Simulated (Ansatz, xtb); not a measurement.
Relative energy of two isomers of C2H6N2Si3

Structure X: `N#C[SiH2][SiH2][SiH2]C#N`, a singlet. Structure Y: `N#C[SiH](C#N)[SiH2][SiH3]`, a singlet. Both are isolated molecules in the gas phase, relaxed with PBE-D3(BJ)/def2-SVP, each in the lowest conformer that the search found.

Problem. Estimate E(Y) − E(X) at the level CCSD(T)/def2-SVP + ΔMP2/def2-TZVPP.

Solution. Calculated at CCSD(T)/def2-SVP + ΔMP2/def2-TZVPP: E(Y) − E(X) = +7.59 kJ/mol, so structure X lies lower.

How the difference moves with the method:

```tsv
level	geometry	E(Y) − E(X) (kJ/mol)	departure from the last row (kJ/mol)	job, with rough time for the two
PBE-D3(BJ)/def2-SVP	PBE-D3(BJ)/def2-SVP	+6.97	−0.61	optimisation, 66 s
HF/def2-SVP	PBE-D3(BJ)/def2-SVP	+7.83	+0.24	part of the CCSD(T) run
MP2/def2-SVP	PBE-D3(BJ)/def2-SVP	+5.97	−1.62	part of the CCSD(T) run
CCSD(T)/def2-SVP	PBE-D3(BJ)/def2-SVP	+6.47	−1.12	single point
CCSD(T)/def2-SVP + ΔMP2/def2-TZVPP	PBE-D3(BJ)/def2-SVP	+7.59		single point, 91 s
```

As drawn, both hold the same kinds of bond in the same numbers.

The levels shown agree on the order. The largest departure from CCSD(T)/def2-SVP + ΔMP2/def2-TZVPP is that of MP2/def2-SVP, 1.62 kJ/mol. Levels run at GFN2-xTB geometries aren't shown. The last row adds to CCSD(T) the change of the MP2 difference between the two basis sets, here +1.12 kJ/mol.

With thermal terms from frequencies at re-optimised GFN2-xTB minima (ideal gas, soft modes damped towards free rotors, one conformer each, 298.15 K, 1 atm): the zero-point term adds −0.43 kJ/mol; ΔH is +7.85 and ΔG +4.00 kJ/mol.

The correlated steps freeze 19 core orbitals. Codes used: Ansatz 0.2.0, xtb 6.7.1; the last row on 2 threads of Intel(R) Xeon(R) Platinum 8259CL CPU @ 2.50GHz (Skylake/Cascade Lake) on a shared host.
